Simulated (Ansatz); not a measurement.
```yaml
crystal:
  periodic: [false, false, false]
  atoms:
    - {symbol: B, position_ang: [-1.303278, 1.041126, -0.019585]}
    - {symbol: B, position_ang: [0.355367, 0.983357, -0.007671]}
    - {symbol: C, position_ang: [1.251108, 0.083583, 0.776475]}
    - {symbol: In, position_ang: [0.079970, -1.460321, -0.461636]}
    - {symbol: H, position_ang: [-1.994616, 0.168761, -0.518604]}
    - {symbol: H, position_ang: [-1.950641, 1.975076, 0.357539]}
    - {symbol: H, position_ang: [0.813186, 1.577566, -0.960665]}
    - {symbol: H, position_ang: [0.966014, -0.318531, 1.748029]}
    - {symbol: Xx, position_ang: [2.326703, 0.079469, 0.614579]}
    - {symbol: H, position_ang: [0.198360, -1.632657, -2.161991]}
    - {symbol: H, position_ang: [-0.742183, -2.497429, 0.633508]}
basis:
  gaussian: {orbitals: def2-SVPD}
hamiltonian: {xc: {name: RPBE}, dispersion: d3bjatm}
output: {forces: true}
```

```sh
$ ansatz run in.yaml --threads 4 --pin off --events-out ev --progress --plain --max-ram 10444MiB
```

It prints (some lines left out):

```
Error: YAML parse error: error: line 12 column 16: `Xx` is not an element symbol (H … Og, case-exact)
10 |     - {symbol: H, position_ang: [0.813186, 1.577566, -0.960665]}
11 |     - {symbol: H, position_ang: [0.966014, -0.318531, 1.748029]}
12 |     - {symbol: Xx, position_ang: [2.326703, 0.079469, 0.614579]}
13 |     - {symbol: H, position_ang: [0.198360, -1.632657, -2.161991]}
14 |     - {symbol: H, position_ang: [-0.742183, -2.497429, 0.633508]}
```

(1) What is wrong with this run?

## Answers

(1) An element symbol is wrong. The program refused the input.
